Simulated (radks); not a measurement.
Radial electron density D(r) = 4 pi r^2 rho(r) of an atom or ion with 12 electrons. Method: scalar-relativistic Kohn-Sham, PBE, spin-polarised, spherical densities, finite nucleus; Fermi nuclear charge, rms radius of each element as measured or else 0.836 A^(1/3) + 0.57 fm; computed with a radial shooting solver on a logarithmic mesh with Libxc functionals.

r (bohr)  D(r) (e/bohr)
0.005521         0.4791
0.007075         0.7539
0.008995          1.156
0.01143           1.750
0.01465           2.637
0.01863           3.836
0.02368           5.426
0.0301            7.411
0.03858           9.759
0.04904           12.03
0.06234           13.83
0.07989           14.60
0.1016            13.89
0.1291            11.94
0.1641            9.697
0.2103            8.525
0.2674            9.313
0.3399            11.32
0.4356            12.69
0.5537            11.69
0.7039            8.497
0.8948            4.784
1.147             2.175
1.458             1.222
1.853             1.078
2.375            0.9176
3.019            0.5435
3.838            0.2037
4.879           0.04506
6.252          0.004717
7.948         0.0002303

What is the nuclear charge?

Answer. Z = 13. The innermost maximum, from 1s, lies near gamma/Z bohr with gamma = sqrt(1 - (Z/c)^2) = 0.995, here 0.0766 bohr (found: 0.0805), and its height grows with Z. The density is that of the aluminium ion Al+ in [Ne] 3s2; the configuration itself is not fixed sharply by these data, and Z only to about a unit. D(r) has 2 maxima, at r = 0.0805, 0.450 bohr, and minima at 0.215 bohr, inside which lie 2.20 electrons.
